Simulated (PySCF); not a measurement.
## Radial density of Cu (copper, neutral)

TPSSh, [Ar] 3d9 4s1 4p1, one real determinant (an excited configuration). Calculation: PySCF 2.14, in aug-cc-pVDZ-DK (7s6p4d2f, 59 functions); the spin-free X2C one-electron Hamiltonian (Gaussian nucleus).

| r (bohr) | 4πr²ρ (e/bohr) | 4πr²(ρα − ρβ) |
| --- | --- | --- |
| 0.000925 | 0.2729 | 0.0001 |
| 0.00156 | 0.6813 | 0.0003 |
| 0.00262 | 1.664 | 0.0006 |
| 0.00440 | 3.922 | 0.0015 |
| 0.00740 | 8.702 | 0.0034 |
| 0.0125 | 17.36 | 0.0065 |
| 0.0209 | 28.80 | 0.0101 |
| 0.0352 | 35.37 | 0.0098 |
| 0.0593 | 30.21 | 0.0064 |
| 0.0997 | 30.32 | 0.0318 |
| 0.168 | 40.28 | 0.1240 |
| 0.282 | 23.54 | 0.4030 |
| 0.474 | 20.05 | 1.0311 |
| 0.798 | 18.24 | 0.9011 |
| 1.34 | 4.846 | 0.6003 |
| 2.26 | 1.269 | 0.7748 |
| 3.80 | 0.4255 | 0.3971 |
| 6.39 | 0.05509 | 0.0550 |
| 10.7 | 0.001147 | 0.0011 |

Densities and radii are taken from the X2C orbitals without a picture-change correction, which distorts them close to the nucleus.

⟨L²⟩ = 8.02 against 12 for a pure F term, so this real determinant mixes terms.
